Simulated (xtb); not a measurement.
boroxine (H3B3O3), singlet, at a GFN2-xTB geometry. Base run: xtb with GFN2-xTB.

Geometry (Å):
```xyz
9

B     -0.6264     1.1830     0.2460
O     -1.3395     0.0249     0.2297
B     -0.7148    -1.1581    -0.0160
O      0.6256    -1.1815    -0.2457
B      1.3412    -0.0249    -0.2300
O      0.7139     1.1566     0.0160
H     -1.1649     2.1999     0.4575
H     -1.3292    -2.1536    -0.0298
H      2.4941    -0.0463    -0.4277
```
Charge 0, spin multiplicity 1.
All else is at xtb's defaults.
Base energy -17.70712 Eh.

Variants of this job, named by their change:

```tsv
change	ΔE vs base (kJ/mol)	HOMO-LUMO gap (eV)	G_solv (kcal/mol)	SCF cycles
base	0.00	5.69	-	11
acc = 0.1	0.00	5.69	-	12
etemp = 1000	0.00	5.69	-	11
alpb = acetone	-21.11	5.69	-5.05	11
alpb = dmso	-20.19	5.70	-4.84	11
alpb = water	-1.79	5.72	-0.48	11
file = coord	0.00	5.69	-	11
```

ALPB and GBSA are two models with their own fitted parameters for each solvent, which aren't always the measured dielectric constant.
